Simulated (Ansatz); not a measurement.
Reaction (cleavage of the Si–Si bond): `O[SiH](F)[SiH2]F` + `O[SiH](O)S` → `O[SiH](O)S[SiH](O)F` + `F[SiH3]`

Calculated with Ansatz (gas phase, PBE0-D4/def2-TZVP geometries, no zero-point term in ΔE). CCSD(T)/CBS is the MP2 limit (def2-TZVPP, def2-QZVPP) plus CCSD(T) − MP2 in def2-TZVPP, frozen cores. This one scheme is used for every species. DFT in def2-TZVPP. B3LYP here is the variant with VWN-RPA as its local correlation; programs differ in this. Each species was taken in one conformer, which may not be the lowest.

| level | ΔE (kcal/mol) |
| --- | --- |
| B3LYP | -22.3 |
| CCSD/def2-TZVPP | -24.8 |

(1) What does CCSD(T)/CBS give? (Best estimate.)

Largest T1 diagnostic among the species: 0.012.

## Answers

(1) Ansatz gave: -25.7 kcal/mol. The listed levels differ from it by 3.4, 0.9 kcal/mol.

From PBE to PBE0 (25 % exact exchange), in def2-TZVPP and without D4, ΔE moves by −1.5 kcal/mol. The D4 term adds −2.4 kcal/mol with B3LYP and −1.3 kcal/mol with PBE0; it sums over pairs of atoms, weighted by their polarisabilities, and B3LYP, whose exchange is more repulsive, gets the larger term.
